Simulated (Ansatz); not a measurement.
Molecule (SMILES): N#P (N-P).
Geometry (B3LYP-D3(BJ)/def2-TZVP, fixed):
```xyz
2

N      0.0000     0.0000    -1.0110
P      0.0000     0.0000     0.4718
```

Basis-set convergence of the dipole moment at MP2 with Ansatz (a quantum-chemistry and plane-wave program). Dipoles come from the density behind the forces; the sign is taken along the dipole that this method gives in the largest set. The reference of a correlated method is not its basis-set limit, which lies further on. Cartesian d functions, on some or all atoms, in 6-311G**, 6-311+G**; all else is spherical. Cores are frozen. A restricted Hartree-Fock determinant is unstable towards unrestricted orbitals. No added dispersion term, no relativity. Reference: the value in aug-pcseg-3, 2.721 D, itself unsure by roughly 0.016 D (its mean distance from aug-cc-pV(Q+d)Z, def2-QZVPPD). Deviations are taken from unrounded values.

```csv
basis,functions,dipole moment (D)
def2-SVP,32,2.310
def2-SVPD,44,2.671
pcseg-1,32,2.524
aug-pcseg-1,50,2.683
cc-pV(D+d)Z,37,2.351
aug-cc-pV(D+d)Z,55,2.662
6-311G**,45,2.540
6-311+G**,53,2.661
pcseg-2,64,2.718
aug-pcseg-2,96,2.721
def2-TZVP,68,2.649
def2-TZVPD,80,2.695
cc-pV(T+d)Z,69,2.567
aug-cc-pV(T+d)Z,101,2.703
def2-TZVPP,73,2.643
def2-TZVPPD,85,2.689
cc-pV(Q+d)Z,119,2.666
aug-cc-pV(Q+d)Z,169,2.713
pcseg-3,124,2.737
aug-pcseg-3,174,2.721
def2-QZVPP,127,2.693
def2-QZVPPD,139,2.697
```

What the diffuse functions change, pair by pair:
- def2-SVP to def2-SVPD: 12 more functions, deviation -0.411 to -0.050 D
- pcseg-1 to aug-pcseg-1: 18 more functions, deviation -0.198 to -0.039 D
- cc-pV(D+d)Z to aug-cc-pV(D+d)Z: 18 more functions, deviation -0.370 to -0.059 D
- 6-311G** to 6-311+G**: 8 more functions, deviation -0.181 to -0.060 D
- pcseg-2 to aug-pcseg-2: 32 more functions, deviation -0.004 to 0.000 D
- def2-TZVP to def2-TZVPD: 12 more functions, deviation -0.072 to -0.026 D
- cc-pV(T+d)Z to aug-cc-pV(T+d)Z: 32 more functions, deviation -0.154 to -0.018 D
- def2-TZVPP to def2-TZVPPD: 12 more functions, deviation -0.079 to -0.033 D
- cc-pV(Q+d)Z to aug-cc-pV(Q+d)Z: 50 more functions, deviation -0.055 to -0.008 D
- pcseg-3 to aug-pcseg-3: 50 more functions, deviation 0.016 to 0.000 D
- def2-QZVPP to def2-QZVPPD: 12 more functions, deviation -0.028 to -0.024 D

Leaving out the reference's own pair, they bring the value nearer the reference by more than 0.016 D in 8 of 10 pairs.
